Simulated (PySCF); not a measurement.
Start geometry of `N#C[Si](C#N)(C#N)C#N` (Si(CN)4) from GFN2-xTB (Å):
```
atom  x, y, z in Å
Si1    0.0628   -0.0779    0.0128
C2    -0.0146   -0.0302    1.8588
N3    -0.0619   -0.0262    2.9824
C4     1.8579    0.0058   -0.6351
N5     2.8265   -0.0222   -1.0403
C6    -0.8860    1.5438   -0.6134
N7    -1.3809    2.4619   -0.9789
C8    -0.8384   -1.4983   -0.6476
N9    -1.4326   -2.4261   -0.9643
```

Problem. What comes out of this run: PySCF 2.14.0, PBE0-D3(BJ)/def2-SVP geometry optimisation, gas phase?

Solution. 
```
atom  x, y, z in Å
Si1    0.0115   -0.0082    0.0000
C2    -0.0035   -0.0181    1.8333
N3    -0.0084   -0.0248    2.9919
C4     1.7451   -0.0115   -0.5950
N5     2.8414   -0.0102   -0.9699
C6    -0.8376    1.4958   -0.6156
N7    -1.3714    2.4459   -1.0089
C8    -0.8509   -1.4983   -0.6300
N9    -1.3934   -2.4402   -1.0314
```

The energy falls by 1.534 eV over 8 energy and gradient evaluations, the largest force component goes from 0.3800 to 2.6e-04 Eh/bohr, and the atoms move by 0.069 Å rms after alignment. The bond that changes most is Si1–C6 (ends: silicon bonded to 4 C; carbon bonded to N and Si), which shortens by 0.147 Å. Bonds longer at the end by more than 0.005 Å: 5 of 8; shorter: 3. Among the angles that change most is Si1–C8–N9, from 174.6° to 179.8°. The orientation of the end geometry is arbitrary; only internal coordinates are fixed.

The run used 130 basis functions and 63 SCF cycles in all. On Intel Xeon at 2.50 GHz, one thread, no GPU, shared host with 64 logical CPUs at a one-minute load of 62, this took 2.4 min wall and 0.48 GiB of memory at its peak.

PBE0-D3(BJ)/def2-SVP frequencies: not computed here.
